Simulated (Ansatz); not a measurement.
Ansatz results at the PBE0-D4/def2-TZVP geometry: LUMO energy (PBE0/def2-TZVPP) -1.11 eV; LUMO energy (PBE/def2-TZVPP) -1.97 eV; HOMO–LUMO gap (B3LYP/def2-TZVPP) 4.30 eV.

Each molecule was computed in one conformer, which needn't be the lowest.

Question: Which molecule gave them?
A. `[O]=[V]([OH])([OH])[F]`
B. `[NH]=[V]([NH2])([OH])[F]`
C. `C[N](C)[V](=[NH])([N](C)C)[N](C)C`
D. `[CH3][V]([CH3])(=[O])[F]`

Answer: C. The others give `[NH]=[V]([NH2])([OH])[F]`: -1.90, -2.80, 5.49; `[O]=[V]([OH])([OH])[F]`: -2.82, -3.67, 6.57; `[CH3][V]([CH3])(=[O])[F]`: -2.86, -4.01, 5.41.

B3LYP here is the variant with VWN-RPA as its local correlation; programs differ in this.
